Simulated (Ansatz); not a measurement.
Ansatz (a quantum-chemistry and plane-wave program) input (CCSD(T)/def2-SVPD):

Ansatz 0.2 input:
```yaml
crystal:
  periodic: [false, false, false]
  atoms:
    - {symbol: Zn, position_ang: [-0.00000000, -0.00000000, -0.04961585]}
    - {symbol: H, position_ang: [0.00000000, 0.00000000, 1.48847542]}
basis:
  gaussian:
    orbitals: def2-SVPD
total_charge: 1
magnetization: {spin_polarized: false}
correlation: {method: ccsd_t, electrons: outside_noble_gas}
output: {forces: true}
```

End of the output:

```
integrals: 0.01 GiB planned
396 factors; integrals over basis functions are off by at most 1.3e-3 eV
mean field: 0.08 GiB planned
mean field evaluation 1: about -48376.9618 eV, gradient 1.3e1 eV
mean field evaluation 2: about -48376.9649 eV, gradient 1.3e1 eV
mean field evaluation 4: about -48377.1829 eV, gradient 7.1e-1 eV
mean field evaluation 8: about -48377.1853 eV, gradient 2.6e-4 eV
mean field evaluation 16: about -48377.1853 eV, gradient 1.6e-6 eV
mean field -48377.18526043 eV, -1777.8287670868 hartree, gradient 1.6e-6 eV, S^2 0.000000; 0 other end points of the search recorded, 0 dependent functions left out
9 core orbitals not correlated
reference -48377.18526043 eV, -1777.8287670868 hartree; 6, 6 occupied and 27, 27 virtual orbitals, 396 factors
densities: 0.07 GiB planned
second order -7.93383314 eV of doubles, -0.00000000 eV of singles
coupled cluster: 0.06 GiB planned
cycle   1  -7.30227499 eV  change    6.3e-1 eV  update   7.5e-2
cycle   2  -7.55539847 eV  change   -2.5e-1 eV  update   3.0e-2
cycle   3  -7.60511212 eV  change   -5.0e-2 eV  update   1.5e-2
cycle   4  -7.59651554 eV  change    8.6e-3 eV  update   5.2e-3
cycle   5  -7.59666661 eV  change   -1.5e-4 eV  update   2.2e-3
cycle   6  -7.59766871 eV  change   -1.0e-3 eV  update   4.0e-4
cycle   7  -7.59747647 eV  change    1.9e-4 eV  update   1.8e-4
cycle   8  -7.59742281 eV  change    5.4e-5 eV  update   6.6e-5
cycle   9  -7.59744847 eV  change   -2.6e-5 eV  update   2.7e-5
cycle  10  -7.59744268 eV  change    5.8e-6 eV  update   7.0e-6
perturbative correction -0.20033459 eV, -0.0073621604 hartree
the calculation of the forces begins
Total energy: -48384.98303769 eV, -1778.1153301158 hartree
Atom 0 at    -0.000000    -0.000000    -0.049616 Å, force    -0.000000    -0.000000    -0.032084 eV/Å
Atom 1 at     0.000000     0.000000     1.488475 Å, force    -0.000000     0.000000     0.032084 eV/Å
Dipole moment:     0.000000     0.000000    -0.444162 e Å
```
